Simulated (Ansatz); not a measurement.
Ideal-gas functions of C2H3F2I, SMILES `FCC(F)I` at 600 K and 1 bar, from an Ansatz frequency run at PBE0-D4/def2-TZVP.

Molar mass 191.95 g/mol, point group C1 (symmetry number 1), electronic degeneracy 1, moments of inertia 71.35, 433.138, 490.472 u Å². Harmonic wavenumbers (cm⁻¹, unscaled): 130, 182, 268, 298, 458, 700, 918, 1064, 1104, 1140, 1204, 1278, 1367, 1419, 1479, 3077, 3128, 3146.

Use S(trans) = R[1.5 ln M + 2.5 ln T − 1.1517]; rotational temperatures θ = 24.2544 K / I; S(rot) = R[ln(√π/σ · √(T³/θAθBθC)) + 1.5]; for each mode x = 1.438777 ν̃/T, S = R[x/(eˣ − 1) − ln(1 − e⁻ˣ)] and H = RT x/(eˣ − 1); 1 cm⁻¹ = 0.0119627 kJ/mol; R = 8.31446 J/(mol·K).

Question: By hand: the entropy, in J/(mol·K).

Answer: Translation 189.0. Rotation: θ = 0.3399, 0.056, 0.0495 K, giving 126.0. Vibration, mode by mode: 18.04, 15.27, 12.13, 11.28, 7.94, 4.92, 3.25, 2.47, 2.29, 2.14, 1.89, 1.64, 1.39, 1.26, 1.12, 0.04, 0.04, 0.04, in all 87.2. Electronic 0.0. Sum 402.2 J/(mol·K).

Question: By hand: H − E and G − E in kJ/mol, counted from the electronic energy.

Answer: Zero-point energy ½ × 22360 × 0.0119627 = 133.7; thermal vibration 27.7; translation, rotation and pV give 4 RT = 20.0. H − E = 181.4 kJ/mol, and G − E = 181.4 − 600 × 402.2/1000 = -59.9 kJ/mol.

Vibration gives 22 % of the entropy, 18.0 J/(mol·K) of it from the mode under 150 cm⁻¹: soft modes count most, and the harmonic formula is weakest for them. The sum counts one conformer and one mirror image; others add a mixing term.
